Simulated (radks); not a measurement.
The antimony ion Sb8+ is in [Kr] 4d7. Calculated with a radial shooting solver on a logarithmic mesh with Libxc functionals: scalar-relativistic Kohn-Sham, BLYP, spin-polarised, spherical densities, finite nucleus; Fermi nuclear charge, rms radius of each element as measured or else 0.836 A^(1/3) + 0.57 fm. Open shells are filled with parallel spins first. One electron is removed from 3d, 4s, 4d, 4p in turn, with full relaxation. Which removal costs least, and what does each cost?

Answer. 4d 162.93 eV; 4p 235.72 eV; 4s 284.65 eV; 3d 674.49 eV. The 4d electron leaves first.
